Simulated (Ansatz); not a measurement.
Relaxation of CH₈BNO (12 atoms, charge 0, multiplicity 1), to a largest force component of 0.03 eV/Å in at most 50 steps.

Computed with RKS PBE-D4/cc-pVDZ in Ansatz 0.2.0.

```xyz
12
Properties=species:S:1:pos:R:3:forces:R:3
B -0.077 0.497 -0.421 -0.03 0.57 0.47
N -0.019 -0.106 2.254 0.13 0.49 -0.32
H -0.754 -0.085 2.977 0.04 0.02 -0.02
H 0.834 -0.435 2.732 -0.06 0.01 -0.02
H 1.070 0.114 -0.539 -0.03 -0.04 -0.04
H -1.065 -0.134 -0.754 0.02 0.01 -0.02
O -0.192 1.808 0.023 0.00 -0.52 -0.27
C -1.476 2.411 0.192 0.01 0.01 -0.08
H -2.286 1.765 -0.207 -0.02 0.00 0.00
H -1.663 2.603 1.270 0.03 -0.02 0.00
H -1.482 3.386 -0.339 -0.02 -0.01 0.00
H 0.173 0.892 2.008 -0.07 -0.52 0.31
```

Problem. Where does it end, and by what steps?

Solution. The run converged. After 12 steps the energy has fallen by 0.541 eV; H4 moved furthest, 0.88 Å. Joined: B1–N2 (2.74 → 1.71 Å).

| step | energy less start (eV) | largest force component (eV/Å) | accepted |
| --- | --- | --- | --- |
| 0 | 0.0000 | 0.575 | yes |
| 1 | -0.0537 | 1.081 | yes |
| 2 | -0.1493 | 1.340 | yes |
| 3 | -0.3174 | 0.910 | yes |
| 4 | -0.4703 | 1.086 | yes |
| 5 | -0.4980 | 0.199 | yes |
| 6 | -0.5169 | 0.279 | yes |
| 7 | -0.5283 | 0.279 | yes |
| 8 | -0.5365 | 0.108 | yes |
| 9 | -0.5392 | 0.064 | yes |
| 10 | -0.5408 | 0.075 | yes |
| 11 | -0.5414 | 0.044 | yes |
| 12 | -0.5415 | 0.022 | yes |

```xyz
12
Properties=species:S:1:pos:R:3
B -0.022 0.461 0.200
N 0.090 0.199 1.882
H -0.787 0.409 2.382
H 0.339 -0.779 2.095
H 1.093 0.105 -0.186
H -0.962 -0.279 -0.122
O -0.221 1.875 0.021
C -1.538 2.365 0.136
H -2.269 1.748 -0.441
H -1.908 2.400 1.197
H -1.574 3.407 -0.250
H 0.822 0.805 2.282
```

Whether the end is a true minimum wasn't checked by a vibrational analysis.

The run took 25 s on 2 threads of Arm Neoverse V1, with other jobs on the host, peak memory 0.15 GiB.
